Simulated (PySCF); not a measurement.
Vertical excitations of a molecule C₂H₇InO₂ from TDA-PBE/def2-SVPD (PySCF 2.14.0), as energy in eV (oscillator strength): 4.44 (0.000), 4.94 (0.039), 5.12 (0.020), 5.28 (0.138), 5.40 (0.010), 5.75 (0.000), 5.94 (0.091), 6.03 (0.132), 6.10 (0.021), 6.42 (0.049). Lowest triplet (TDA): 4.19 eV. Geometry: B3LYP-D3(BJ)/def2-SVP. The def2 effective core potentials stand for the cores of In; spin–orbit coupling is left out. The values are those of a single conformer.

Task: Which molecule gave these data?
A) CC[O][InH][OH]
B) C[O][In]([CH3])[OH]
C) C[O][InH][O]C
D) C[CH2][In]([OH])[OH]

Result: D, C[CH2][In]([OH])[OH]
